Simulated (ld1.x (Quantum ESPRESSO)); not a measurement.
## vanadium (V): one change to an RRKJ potential, before and after

```
Element                 : vanadium (V)
Generator               : ld1.x (Quantum ESPRESSO) 7.5
Type                    : norm-conserving RRKJ (Kleinman–Bylander form)
Functional              : PBEsol
Relativity              : scalar-relativistic
Frozen core             : [Ar]
Valence charge          : 5
Reference configuration : 3d3 4s1 4p1
Partial waves           : 4p (bound): rc 3.85 bohr; 3d (bound): rc 1.70 bohr; 4s (bound): rc 3.00 bohr
Local potential         : the s channel
Core correction         : Bessel-smoothed model core inside 1.20 bohr
```

All-electron outer shells of the reference configuration (PBEsol, scalar-relativistic, ld1.x):

```
shell  level (eV)  outermost node (bohr)  outermost maximum (bohr)
   3s      -71.45                   0.38                      0.82
   3p      -45.37                   0.35                      0.84
   3d       -6.51                      –                      0.90
   4s       -5.54                   1.17                      2.72
   4p       -2.10                   1.30                      3.54
```

Change: wave 3d (bound): rc 1.70 bohr becomes 3d (bound): rc 2.48 bohr.

Cutoffs: the cutoffs (Ry, on a coarse ladder) from which the occupation-weighted sum of valence levels, in a spherical-Bessel basis at the reference potential, stays within 10 and 1 mRy of its value at 400 Ry; they do not see the model core or the augmentation charge, which bear on the density cutoff. Errors are all-electron minus pseudo energies relative to the spin-unpolarised reference configuration.

What does the change do?

The potential gets softer (55 Ry and 70 Ry → 30 Ry and 40 Ry); of the 7 tests that both files solve, the error grows in 0 and shrinks in 4 by more than 15 % and 0.3 meV (median size 23.0 → 24.7 meV); neither file shows a bound ghost. A larger radius leaves more room for a smooth pseudo-wave, so fewer plane waves are needed. That the errors move this way runs against the usual rule that smaller radii transfer better.

```tsv
quantity	base	changed
cutoff, loose	55 Ry	30 Ry
cutoff, tight	70 Ry	40 Ry
loose cutoff by channel (10 mRy a level)	p 6 Ry, d 50 Ry, s 6 Ry	p 6 Ry, d 25 Ry, s 6 Ry
bound ghosts	none	none
error for 3d3 4s2 4p0, meV [ΔE -3.37 eV]	-4.4	-4.4
error for 3d3 4s1 4p0, meV [ΔE 4.38 eV]	-1.8	-0.4
error for 3d3 4s0 4p0, meV [ΔE 18.58 eV]	-23	-25
error for 3d3 4s0 4p1, meV [ΔE 8.50 eV]	-8.9	-8.8
error for 3d3.5 4s1.5 4p0, meV [ΔE -3.32 eV]	-71	-26
error for 3d2 4s2 4p1, meV [ΔE 2.43 eV]	-317	+171
error for 3d1 4s0 4p0, meV [ΔE 93.27 eV]	-1742	+1080
s: phases at 4.19 bohr within 0.05 rad from the reference energy up to (Ry; the scan ends near 5)	0.7	0.7
p: phases at 4.19 bohr within 0.05 rad from the reference energy up to (Ry; the scan ends near 5)	1.4	1.4
d: phases at 4.19 bohr within 0.05 rad from the reference energy up to (Ry; the scan ends near 5)	0.2	0.1
```
